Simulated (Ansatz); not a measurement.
Tuning the range parameter of LC-ωPBE so that −HOMO meets the ionisation energy; basis def2-TZVP, Ansatz. System: the cluster Al3Ni. Charge 0, multiplicity 2. Geometry: r2SCAN-D4/def2-SVP. The ionised state is a singlet, and HOMO is the level of the spin that leaves.

Geometry of the doublet:

```xyz
4

Ni   -0.823   -0.378    0.788
Al   -0.815    0.878   -1.039
Al    1.035    0.829    0.870
Al    0.604   -1.330   -0.619
```

The structure comes from a short search, and lower isomers may exist.

```
ω (1/bohr)  HOMO (eV)  LUMO (eV)  vertical IE (eV)  HOMO + IE (eV)
      0.15      -5.73      -1.53              6.18            0.45
       0.2      -6.06      -1.25              6.19            0.13
       0.3      -6.50      -0.98              6.23           -0.27
```

(1) Estimate the row for 0.1 bohr⁻¹.

(2) Where does the tuning condition hold?

## Answers

(1) 
| ω (1/bohr) | HOMO (eV) | LUMO (eV) | vertical IE (eV) | HOMO + IE (eV) |
| --- | --- | --- | --- | --- |
| 0.1 | -5.27 | -1.97 | 6.16 | 0.90 |

(2) Near ω = 0.23 bohr⁻¹, by linear interpolation.
